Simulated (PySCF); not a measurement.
Gas-phase reaction: 5 SnHF₃ ⇌ 4 SnF₃ + SnH₃F + 2 HF

Energies from PySCF, thermal terms from the rigid-rotor harmonic-oscillator model, ideal gas at 1 bar. † marks an energy on the PBE0/def2-TZVP geometry and frequencies. MP2 freezes the core. Open shells (unrestricted): SnF₃ (multiplicity 2); the rest are closed-shell singlets. B3LYP is the form with VWN-RPA correlation. Sn: scalar-relativistic def2 core potential, no spin-orbit coupling. SnHF₃, SnF₃, SnH₃F: computed as isolated molecules; such fragments, hydroxides, amides, oligomers or adducts are transient or little studied in the gas. MP2 isn't extrapolated to the basis-set limit.

MP2/def2-SVP† gives ΔH°(298 K) = 475 kJ.

Question: What do M06-2X/def2-TZVP†, B3LYP/def2-TZVP†, LDA/def2-TZVP† give?

Answer: M06-2X/def2-TZVP†: 442 kJ; B3LYP/def2-TZVP†: 387 kJ; LDA/def2-TZVP†: 446 kJ. For scale, ΔH°(298 K) is 475 kJ at this level, 450 kJ at ωB97M-V/def2-TZVP†, and runs from 339 to 483 kJ over the 17 levels computed.
